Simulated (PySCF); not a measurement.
A geometry optimisation, step by step.

Compound: 3-bromopyridine, C₅H₄BrN.
Bonds: Br1–C2, C2–C3 (aromatic), C3–C4 (aromatic), C4–C5 (aromatic), C5–N6 (aromatic), N6–C7 (aromatic), C2–C7 (aromatic). Hydrogens: H8 on C3; H9 on C4; H10 on C5; H11 on C7.

Method: PySCF, PBE0-D3(BJ)/def2-SVP geometry optimisation, gas phase; density fitting, grid level 2; the optimiser is geomeTRIC in internal coordinates, started from a GFN2-xTB structure. The frame can shift and turn from step to step; on so coarse a grid that alone can change the energy by a few meV, and forces under 0.02 eV/Å are noise.

Step 0: E = -76757.0356 eV, largest atomic force 0.721 eV/Å
```
atom  x, y, z in Å  |  force x, y, z in eV/Å
Br1     2.969    0.873   -0.088   -0.331  -0.145   0.008
C2      1.172    0.250   -0.038    0.638   0.336  -0.014
C3      0.121    1.153    0.003    0.033  -0.076  -0.003
C4     -1.168    0.646    0.039    0.104  -0.101  -0.001
C5     -1.336   -0.731    0.034    0.017   0.036  -0.004
N6     -0.326   -1.583   -0.005   -0.186  -0.476   0.005
C7      0.904   -1.112   -0.040    0.097   0.038  -0.006
H8      0.308    2.216    0.007    0.088   0.442  -0.001
H9     -2.018    1.310    0.071   -0.399   0.291   0.017
H10    -2.320   -1.177    0.063   -0.543  -0.099   0.015
H11     1.700   -1.843   -0.072    0.483  -0.245  -0.017
```

Step 1: E = -76757.0660 eV, largest atomic force 0.158 eV/Å
```
atom  x, y, z in Å  |  force x, y, z in eV/Å
Br1     2.416    0.516   -0.143    0.146   0.061  -0.003
C2      0.639   -0.080   -0.087   -0.124  -0.065   0.001
C3     -0.417    0.826   -0.045    0.039   0.052   0.000
C4     -1.710    0.315   -0.006   -0.070   0.048   0.002
C5     -1.885   -1.068   -0.011   -0.059  -0.017   0.003
N6     -0.872   -1.929   -0.051    0.014  -0.019  -0.001
C7      0.365   -1.451   -0.088    0.031  -0.017  -0.001
H8     -0.227    1.903   -0.043   -0.010  -0.038   0.000
H9     -2.573    0.985    0.028    0.033  -0.029  -0.001
H10    -2.894   -1.497    0.019    0.039   0.006  -0.001
H11     1.189   -2.173   -0.120   -0.038   0.017   0.001
```

Step 2: E = -76757.0667 eV, largest atomic force 0.035 eV/Å
```
atom  x, y, z in Å  |  force x, y, z in eV/Å
Br1     2.422    0.523   -0.142   -0.021  -0.011   0.001
C2      0.639   -0.081   -0.087   -0.025  -0.008   0.001
C3     -0.417    0.826   -0.045    0.020   0.014   0.000
C4     -1.712    0.316   -0.006    0.015  -0.018  -0.001
C5     -1.886   -1.068   -0.011   -0.016   0.004   0.000
N6     -0.873   -1.929   -0.051   -0.002   0.004   0.000
C7      0.365   -1.452   -0.088    0.030   0.019   0.000
H8     -0.227    1.901   -0.043   -0.001   0.002   0.000
H9     -2.574    0.985    0.028    0.002  -0.001   0.000
H10    -2.893   -1.498    0.020    0.001  -0.003   0.000
H11     1.187   -2.175   -0.121   -0.003  -0.002  -0.001
```

Step 3: E = -76757.0667 eV, largest atomic force 0.037 eV/Å
```
atom  x, y, z in Å  |  force x, y, z in eV/Å
Br1     2.421    0.523   -0.142   -0.002  -0.007   0.000
C2      0.638   -0.080   -0.087    0.008   0.012   0.000
C3     -0.417    0.827   -0.045   -0.003  -0.037   0.000
C4     -1.710    0.315   -0.006   -0.029   0.020   0.001
C5     -1.886   -1.069   -0.010    0.033   0.015  -0.001
N6     -0.873   -1.929   -0.051   -0.004  -0.013   0.000
C7      0.365   -1.451   -0.088    0.005   0.006   0.000
H8     -0.227    1.902   -0.043   -0.003  -0.001   0.000
H9     -2.573    0.984    0.028   -0.006   0.004   0.000
H10    -2.894   -1.499    0.020    0.000   0.001   0.000
H11     1.187   -2.174   -0.121    0.001  -0.001   0.000
```

Step 4: E = -76757.0668 eV, largest atomic force under 0.02 eV/Å
```
atom  x, y, z in Å  |  force x, y, z in eV/Å
Br1     2.421    0.522   -0.142    0.000  -0.002   0.000
C2      0.638   -0.080   -0.087    0.004   0.007   0.000
C3     -0.417    0.827   -0.045    0.000  -0.013   0.000
C4     -1.711    0.315   -0.006   -0.009   0.006   0.000
C5     -1.886   -1.068   -0.010    0.010   0.003   0.000
N6     -0.872   -1.929   -0.051   -0.004  -0.006   0.000
C7      0.365   -1.451   -0.088    0.000   0.004   0.000
H8     -0.228    1.902   -0.043   -0.001   0.001   0.000
H9     -2.574    0.984    0.028   -0.002   0.001   0.000
H10    -2.893   -1.499    0.020   -0.001   0.000   0.000
H11     1.187   -2.174   -0.121    0.000  -0.001   0.000
```

Problem. Summarise the path.

Solution. The energy falls by 0.72 kcal/mol from step 0 to step 4; nine tenths of that is first reached at step 1. It never rises by more than 0.2 meV. The largest force goes from 0.721 to under 0.02 eV/Å. Among the bonds Br1–C2 changes most, from 1.902 to 1.882 Å; the atoms move by 0.017 Å rms after alignment.

Problem. Follow the three bonds and two angles with the largest change from start to end.

Solution. 
| step | E above end (kcal/mol) | largest force (eV/Å) | Br1–C2 (Å) | C5–H10 (Å) | C7–H11 (Å) | C2–C7–H11 (°) | N6–C5–H10 (°) |
| --- | --- | --- | --- | --- | --- | --- | --- |
| 0 | 0.72 | 0.721 | 1.902 | 1.081 | 1.081 | 121.4 | 115.5 |
| 1 | 0.02 | 0.158 | 1.875 | 1.097 | 1.097 | 119.9 | 116.6 |
| 2 | 0.00 | 0.035 | 1.883 | 1.096 | 1.096 | 120.0 | 116.5 |
| 3 | 0.00 | 0.037 | 1.882 | 1.096 | 1.095 | 120.0 | 116.6 |
| 4 | 0.00 | under 0.02 | 1.882 | 1.096 | 1.095 | 120.0 | 116.5 |

What follows is the cost of the whole optimisation. Hardware: one thread, Arm Neoverse V1 (aarch64), on a shared host. Cost: 38 s, 0.67 GiB resident at most.
